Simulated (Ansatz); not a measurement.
# Ligand exchange: C2H6S + SiH(NH2)2(SiH3) → C2H8SSi + SiH2(NH2)2

Species: C2H6S (ethanethiol) `CCS`, singlet; SiH(NH2)2(SiH3), singlet; C2H8SSi `CCS[SiH3]`, singlet; SiH2(NH2)2, singlet. The partners trade H for SiH3: S–H and Si–SiH3 bonds give way to S–SiH3 and Si–H.

Shapes, held fixed at every level: PBE0-D4/def2-TZVP. Flexible molecules stand in one conformer, not always the lowest. Programs: Ansatz 0.2.0. The zero-point and thermal change to 298 K, harmonic and unscaled (PBE0-D4/def2-TZVP), is +1.5 kJ/mol.

(1) Estimate ΔH(298 K) of this reaction.

Results:

(1) The highest level, CCSD(T)/CBS estimate, gives ΔH(298 K) = -61.8 kJ/mol; the levels span -63.2 to -47.2. The column of differences is taken from that level and isn't an error. No measured value is set beside it here. The CBS estimate extrapolates MP2 from def2-TZVPP and def2-QZVPP and adds CCSD(T) − MP2 in the triple-zeta set, cores frozen. Times are processor times on shared x86 and Arm servers, and rough.

```json
{"level": "SPW92/def2-TZVPP", "kind": "LDA", "ΔH(298 K) (kJ/mol)": "-47.2", "less CCSD(T)/CBS estimate": "+14.6", "CPU time (sum over the molecules)": "24 s"}
{"level": "r2SCAN-D4/def2-TZVPP", "kind": "meta-GGA", "ΔH(298 K) (kJ/mol)": "-57.8", "less CCSD(T)/CBS estimate": "+4.0", "CPU time (sum over the molecules)": "61 s"}
{"level": "BHLYP-D4/def2-TZVPP", "kind": "global hybrid", "ΔH(298 K) (kJ/mol)": "-62.6", "less CCSD(T)/CBS estimate": "-0.8", "CPU time (sum over the molecules)": "47 s"}
{"level": "r2SCAN0-D4/def2-TZVPP", "kind": "global hybrid", "ΔH(298 K) (kJ/mol)": "-60.1", "less CCSD(T)/CBS estimate": "+1.7", "CPU time (sum over the molecules)": "70 s"}
{"level": "wB97M-V/def2-TZVPP", "kind": "range-separated hybrid", "ΔH(298 K) (kJ/mol)": "-63.2", "less CCSD(T)/CBS estimate": "-1.4", "CPU time (sum over the molecules)": "2.4 min"}
{"level": "wB97X-V/def2-TZVPP", "kind": "range-separated hybrid", "ΔH(298 K) (kJ/mol)": "-58.1", "less CCSD(T)/CBS estimate": "+3.7", "CPU time (sum over the molecules)": "98 s"}
{"level": "CCSD/def2-SVP", "kind": "coupled cluster or CI", "ΔH(298 K) (kJ/mol)": "-56.7", "less CCSD(T)/CBS estimate": "+5.1", "CPU time (sum over the molecules)": "–"}
{"level": "CCSD(T)/CBS estimate", "kind": "coupled cluster or CI", "ΔH(298 K) (kJ/mol)": "-61.8", "less CCSD(T)/CBS estimate": "0.0", "CPU time (sum over the molecules)": "14 min"}
```
